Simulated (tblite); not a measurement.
Give a GFN2-xTB geometry of `C[SiH](C)[Si@H](P)C=O`.

```xyz
18
C3H11OPSi2 angstrom
C     -1.0492   -0.6538    1.6449
Si    -0.8919   -0.5368   -0.2511
C     -2.3117    0.5290   -0.9400
Si     1.1725    0.4176   -0.8427
P      2.9005   -0.9488   -1.2519
C      1.8314    1.4191    0.6604
O      2.4695    0.9068    1.5460
H     -0.2252   -1.2166    2.0742
H     -1.0392    0.3324    2.1023
H     -1.9724   -1.1436    1.9428
H     -1.0264   -1.8959   -0.8159
H     -3.2798    0.1176   -0.6701
H     -2.2702    0.5866   -2.0233
H     -2.2676    1.5442   -0.5559
H      1.1386    1.3968   -1.9450
H      3.0821   -1.2677    0.0794
H      2.1391   -2.0825   -1.4874
H      1.5913    2.5017    0.7216
```

Any rigid rotation of these coordinates is as good. Atoms count from 1 in this order. Si4 (SiH silicon) is distorted tetrahedral (angles from 101.3° to 118.4°). Si2 (SiH silicon) is tetrahedral (angles from 108.0° to 110.9°). P5 (three-coordinate phosphorus) is pyramidal (angles 96.1°, 93.8° and 92.7°, sum 282.6°, 0.83 Å off the plane of its three neighbours). Of the pairs four or more bonds apart, O7···H16 is among the closest relative to their van der Waals radii: 2.69 Å, 99 % of the sum of Bondi's values.

Bonds between heavy atoms (Å): C1–Si2 1.906, Si2–C3 1.904, Si2–Si4 2.350, Si4–P5 2.241, Si4–C6 1.923, C6=O7 1.206.

The geometry is computed with GFN2-xTB (gas phase).

Point group: C1 (no symmetry element, even within 0.4 Å). Its lowest GFN2-xTB frequency is 11i cm⁻¹, too small to tell a flat minimum from a shallow saddle. The numbers are those of one conformer (C1–Si2–Si4–P5 93°, Si2–Si4–P5–H -73° and 20°, Si2–Si4–C6–O7 86°).

Hardware: an Intel Xeon at 2.50 GHz with one thread, shared host with 64 logical CPUs at a one-minute load of 63. Cost: 6.1 s wall, 4.8 s CPU. These figures are those of the optimisation.
